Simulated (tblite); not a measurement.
`O=C([SiH3])[C@@H](C#N)CC`. Computed geometry: GFN2-xTB, gas phase.

```
atom  x, y, z in Å
C1    -2.3503    0.2778    0.1706
C2    -0.9055    0.5356   -0.2402
C3    -0.1198   -0.7769   -0.3862
C4    -0.0575   -1.4814    0.8675
N5     0.0070   -2.0412    1.8628
C6     1.3221   -0.5117   -0.8412
O7     1.7555   -1.0577   -1.8255
Si8    2.4197    0.6972    0.1815
H9    -2.8555   -0.3445   -0.5653
H10   -2.3879   -0.2284    1.1330
H11   -2.8908    1.2177    0.2529
H12   -0.4170    1.1654    0.5073
H13   -0.8790    1.0606   -1.1977
H14   -0.6077   -1.4306   -1.1215
H15    2.0717    2.0460   -0.2704
H16    3.8029    0.3661   -0.1290
H17    2.0851    0.5181    1.5915
```

Task: Which two atoms are farthest apart?

Result: H11···H16, 6.76 Å; the next longest distance is 6.71 Å.

Task: Work out the bond lengths C1–C2, C2–H12, C3–C4, C6=O7, Si8–H16, Si8–H17 in bohr.

Result: For C1–C2 the difference vector is (1.4448, 0.2578, -0.4108) Å, of length 1.5240 Å. 1 bohr = 0.529177 Å. C1–C2 2.880; C2–H12 2.065; C3–C4 2.720; C6=O7 2.279; Si8–H16 2.751; Si8–H17 2.759 bohr.

Task: Where is the centre of mass (commonest isotopes), and what is the radius of gyration?

Result: Mass 127.045 u; centre at (0.539, -0.355, -0.024) Å; Rg = √(Σ m r²/M) = 2.131 Å. As Ia + Ib + Ic = 2 Σ m r², the three principal moments sum to 1153.4 u·Å².

Task: How far are the heavy atoms from their best plane (unweighted least squares)?

Result: 0.731 Å rms; C1 0.05, C2 0.33, C3 0.50, C4 0.16, N5 0.11, C6 0.24, O7 1.16, Si8 1.57 Å (magnitudes).

Task: Give the dihedral angles C4–C3–C6–O7, H11–C1–C2–H12, C3–C6–Si8–H17, H13–C2–C3–C6.

Result: C4–C3–C6–O7 113° (anticlinal); H11–C1–C2–H12 60° (synclinal); C3–C6–Si8–H17 36° (synclinal); H13–C2–C3–C6 57° (synclinal). Dihedral signs follow IUPAC: positive where, seen along the central bond, the front bond turns clockwise onto the rear one.

Its GFN2-xTB frequencies are all real (lowest 41 cm⁻¹). The numbers are those of one conformer. 3 starts were optimised and ended at 0.00, 0.40 and 0.57 kcal/mol (GFN2-xTB); the lowest of these is shown.
